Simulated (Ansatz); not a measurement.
C₉H₈O₃W (`C[C@@]12[C@H]3[C@H]4[C@H]5[C@@H]1[WH-3]4532([C]#[O+])([C]#[O+])[C]#[O+]`), relaxed with RKS PBE0-D4/def2-TZVP in Ansatz from a GFN2-xTB geometry. The force threshold is 0.005 eV/Å; the program also tests the step.

Total charge 0; spin multiplicity 1. W: def2 effective core potential.

Start:

```xyz
21

C    -1.027    2.124    1.027
C    -0.515    0.713    1.034
C     0.831    0.314    1.247
C     0.871   -1.096    1.399
C    -0.447   -1.584    1.254
C    -1.307   -0.464    1.024
W     0.137   -0.626   -0.775
C     1.533    0.362   -1.766
O     2.333    0.925   -2.376
C    -0.635    0.481   -2.226
O    -1.042    1.205   -3.022
C     1.335   -1.850   -1.775
O     2.100   -2.521   -2.311
H    -1.235    2.444    2.050
H    -0.292    2.808    0.603
H    -1.949    2.203    0.453
H     1.661    0.987    1.417
H     1.732   -1.674    1.714
H    -0.777   -2.593    1.470
H    -2.390   -0.492    1.043
H    -0.916   -1.666   -1.483
```

(1) How much energy does the relaxation release, and in how many steps? (Estimate.)

(2) Which bonds change most? (Best estimate.)

(3) Give the relaxed structure. (Best estimate.)

## Answers

(1) Ansatz gave: 55.55 kJ/mol, in 25 steps, 2 of them rejected.

(2) The calculation gave: W7–H21 from 1.640 to 1.727 Å; C6–W7 from 2.312 to 2.377 Å; C2–W7 from 2.343 to 2.388 Å; C5–W7 from 2.319 to 2.351 Å.

(3) Ansatz gave: 
```xyz
21

C    -1.399    1.962    1.022
C    -0.611    0.698    1.095
C     0.795    0.587    1.266
C     1.132   -0.794    1.391
C    -0.069   -1.539    1.282
C    -1.135   -0.621    1.098
W     0.325   -0.464   -0.770
C     2.049   -0.015   -1.657
O     3.043    0.245   -2.168
C    -0.289    0.871   -2.101
O    -0.682    1.664   -2.831
C     0.641   -2.118   -1.818
O     0.804   -3.097   -2.391
H    -1.699    2.275    2.027
H    -0.815    2.769    0.581
H    -2.304    1.832    0.428
H     1.482    1.418    1.331
H     2.118   -1.196    1.568
H    -0.162   -2.612    1.344
H    -2.177   -0.879    0.983
H    -1.048   -0.985   -1.679
```
